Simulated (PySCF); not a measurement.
Work out the structure from these simulated measurements.

Formula: C10H7Cl.

| Property | Result |
| --- | --- |
| 1H NMR | chemical shifts (computed TMS as zero) by class: 8.01 (1 H), 8.01 (1 H), 7.95 (1 H), 7.94 (1 H), 7.71 (1 H), 7.65 (1 H), 7.62 (1 H) ppm [GIAO B97-2/pcSseg-2] |
| Polarisability | 134.3 au [PBE0/def2-SVPD] |
| Triplet | lowest triplet excitation (Tamm–Dancoff): 2.95 eV [TDA PBE0/def2-SVPD] |
| NMR, other nuclei | isotropic shieldings of nuclei other than C and H, by class: 703 (1 Cl) ppm [GIAO B97-2/pcSseg-2] |
| Rotational structure | rotational constants A, B, C: 2.738, 0.581, 0.480 GHz [PBE0-D3(BJ)/def2-SVP] |
| Dipole | 1.95 D [PBE0/def2-SVPD] |
| UV, first state | lowest singlet excitation: 4.33 eV (286 nm, f = 0.033) [TDDFT PBE0/def2-SVPD] |
| 13C NMR | chemical shifts (computed TMS as zero) by class: 145.2 (1 C), 140.7 (1 C), 138.1 (1 C), 136.0 (1 C), 134.9 (1 C), 134.1 (1 C), 134.0 (1 C), 133.8 (1 C), 133.3 (1 C), 132.2 (1 C) ppm [GIAO B97-2/pcSseg-2] |
| UV, strongest line | among the 10 lowest singlet transitions: S4 at 5.78 eV (214 nm, f = 0.928) [TDDFT PBE0/def2-SVPD] |

Electronic properties: PySCF, gas phase, density fitting. Levels stand in brackets. NMR shifts are as computed; neighbouring signals can stand in another order in a measured spectrum. Isolated species at its PBE0-D3(BJ)/def2-SVP geometry, gas phase. NMR classes are plain means over equivalent atoms (diastereotopic ones count apart unless rotation or inversion swaps them), as if these changed places fast.

Problem. What is the compound? Reason from the data.

Solution. Numbering: `[Cl:1][c:2]1[cH:3][cH:4][c:5]2[cH:6][cH:7][cH:8][cH:9][c:10]2[cH:11]1`. Its formula, C10H7Cl, gives 7 degrees of unsaturation: 2 rings and 5 π bonds in the structure found (Kekulé form). 10 carbons fall into 10 classes; from least to most shielded: aromatic C–Cl carbon [C2] (145.2 ppm), ring-fusion aromatic carbon [C10] (140.7 ppm), ring-fusion aromatic carbon [C5] (138.1 ppm), aromatic CH carbon [C4] (136.0 ppm), aromatic CH carbon [C6] (134.9 ppm), aromatic CH carbon [C11] (134.1 ppm), aromatic CH carbon [C9] (134.0 ppm), aromatic CH carbon [C3] (133.8 ppm), aromatic CH carbon [C8] (133.3 ppm), aromatic CH carbon [C7] (132.2 ppm). Hydrogen classes from least to most shielded: 1 H on an aromatic CH carbon, C6 (8.01 ppm), 1 H on an aromatic CH carbon, C11 (8.01 ppm), 1 H on an aromatic CH carbon, C4 (7.95 ppm), 1 H on an aromatic CH carbon, C9 (7.94 ppm), 1 H on an aromatic CH carbon, C8 (7.71 ppm), 1 H on an aromatic CH carbon, C7 (7.65 ppm), 1 H on an aromatic CH carbon, C3 (7.62 ppm). The other shieldings belong to: 703 ppm, aryl chlorine [Cl1]. The optimised geometry has point group Cs and is an asymmetric top. Structure: 2-chloronaphthalene, `ClC1=CC2=CC=CC=C2C=C1`. Computed isomers that give other values at the same levels: `Clc1cccc2ccccc12` (rotational constant A: 1.526 GHz; this holds for the one conformer computed). The assignments are read from this structure; whether some other isomer fits the data as well wasn't checked.
